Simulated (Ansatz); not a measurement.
Born–Oppenheimer molecular dynamics of BCl$_{2}$H$_{4}$N (8 atoms, charge 0, multiplicity 1). It starts at the highest image of a converged band, a first-order saddle point between two minima.

Method: RKS B3LYP-D4/def2-SVP in Ansatz.

* ensemble: NVE (velocity Verlet)
* time step: 0.5 fs
* steps asked: 200
* starting velocities drawn for: 100 K
* seed: 3014

First frame:

```xyz
8
Properties=species:S:1:pos:R:3
B 0.136 0.460 -0.086
Cl -0.226 -0.341 2.282
Cl 1.506 -0.414 -0.766
H -0.972 0.286 -0.498
N 0.444 1.735 0.649
H 1.409 2.065 0.599
H -0.219 2.498 0.517
H 0.197 1.055 1.723
```

(1) How far do the bonds stretch over the last three quarters of this one trajectory? (Pairs bonded in most of those frames.)

## Answers

(1) 
```csv
bond,mean (Å),spread (Å),shortest,longest
B1–Cl3,1.780,0.013,1.76,1.82
B1–H4,1.200,0.015,1.18,1.22
B1–N5,1.397,0.011,1.37,1.41
Cl2–H8,1.299,0.056,1.22,1.38
N5–H6,1.015,0.011,1.00,1.03
N5–H7,1.015,0.010,1.00,1.03
```

Mean temperature of the second half: 809 K. The conserved energy stayed within 0.15 meV per atom of its start (net change -0.15 meV per atom), so the integration is sound. The kinetic energy rose, since the run started high on the potential surface and went downhill. It ends in pieces (BClH3N + ClH), so much of that is their flight and rotation, not heat. A run of 0.1 ps of so small a system gives no equilibrium averages. The orbitals stay closed-shell, which can raise the energy where a bond breaks towards radicals; this wasn't checked here.

Run time: 6.4 min on 2 threads of AMD EPYC 7R43 64-Core Processor (Zen 3), with other jobs on the host, peak memory 0.18 GiB.
